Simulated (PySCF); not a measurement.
Members of one series of related molecules.

All values: B3LYP/def2-SVPD (PySCF) at GFN2-xTB geometries, gas phase, one conformer each. Core orbitals are frozen in the response; Δα² is half the sum of the squared differences of the principal polarisabilities.

(1) Rank by HOMO–LUMO gap, highest first.
A. `[Si](C)(N)(C#C)C`
B. `C#C[SiH](C)C`
C. `C#C[Si@@](C)(N)C=O`

(2) Rank by polarisability anisotropy Δα, highest first.
A. `[CH:1]#[C:2][Si:3]([CH3:4])([CH3:5])[NH2:6]` with C2–Si3–N6–H -69° and 69°
B. `[CH:1]#[C:2][Si@@:3]([CH3:4])([NH2:5])[CH:6]=[O:7]` with C2–Si3–N5–H 71° and -146°, C2–Si3–C6–O7 -119°
C. `C#C[SiH](C)C`

## Answers

(1) B (7.73 eV), A (7.20 eV), C (4.80 eV).

(2) C (3.66 Å³), A (3.39 Å³), B (3.05 Å³).

All values together:

```json
{"SMILES": "C#C[Si](C)(C)N", "change": "parent", "formula": "C4H9NSi", "μ (D)": "0.61", "HOMO (eV)": "-7.18", "LUMO (eV)": "0.02", "α (Å³)": "12.00", "Δα (Å³)": "3.39", "electrons": "54", "α per electron (Å³)": "0.222"}
{"SMILES": "C#C[SiH](C)C", "change": "terminal N group replaced by H", "formula": "C4H8Si", "μ (D)": "0.58", "HOMO (eV)": "-7.76", "LUMO (eV)": "-0.03", "α (Å³)": "10.94", "Δα (Å³)": "3.66", "electrons": "46", "α per electron (Å³)": "0.238"}
{"SMILES": "C#CC(C)(C)N", "change": "Si replaced by C", "formula": "C5H9N", "μ (D)": "0.52", "HOMO (eV)": "-6.86", "LUMO (eV)": "0.30", "α (Å³)": "10.18", "Δα (Å³)": "2.99", "electrons": "46", "α per electron (Å³)": "0.221"}
{"SMILES": "C#C[Si@@](C)(N)C=O", "change": "CH2 replaced by C=O", "formula": "C4H7NOSi", "μ (D)": "2.19", "HOMO (eV)": "-6.57", "LUMO (eV)": "-1.77", "α (Å³)": "12.31", "Δα (Å³)": "3.05", "electrons": "60", "α per electron (Å³)": "0.205"}
```

Conformers: `[CH:1]#[C:2][Si:3]([CH3:4])([CH3:5])[NH2:6]` with C2–Si3–N6–H -69° and 69°; `[CH:1]#[C:2][C:3]([CH3:4])([CH3:5])[NH2:6]` with C2–C3–N6–H -60° and 60°; `[CH:1]#[C:2][Si@@:3]([CH3:4])([NH2:5])[CH:6]=[O:7]` with C2–Si3–N5–H 71° and -146°, C2–Si3–C6–O7 -119°.

Question: Give the shifts from the parent, `C#C[Si](C)(C)N`.

Answer: 
```
            SMILES  change in μ (D)  change in HOMO (eV)  change in LUMO (eV)  change in mean α (Å³)
      C#C[SiH](C)C            -0.03                -0.58                -0.05                  -1.06
       C#CC(C)(C)N            -0.09                +0.32                +0.28                  -1.82
C#C[Si@@](C)(N)C=O            +1.58                +0.61                -1.79                  +0.31
```
